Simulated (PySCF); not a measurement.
Si²⁺: excitation energy

Si²⁺ [Ne] 3s2 (1S) → Si²⁺ [Ne] 3s1 4s1 (3S), as a difference of total energies. Calculation: PySCF 2.14, in aug-cc-pwCVDZ; the non-relativistic Hamiltonian (point nucleus). Correlated levels: valence and next inner shell: 1s2 frozen. The calculations carry no spin-orbit coupling.

```csv
method,excitation energy (cm⁻¹)
UHF,145420
MP2 (valence and next inner shell),152350
SCS-MP2 (valence and next inner shell),153920
CCSD (valence and next inner shell),153920
CCSD(T) (valence and next inner shell),154080
```

The promoted electron is Rydberg-like, and one or two diffuse shells describe it only roughly, which tends to raise the upper state.
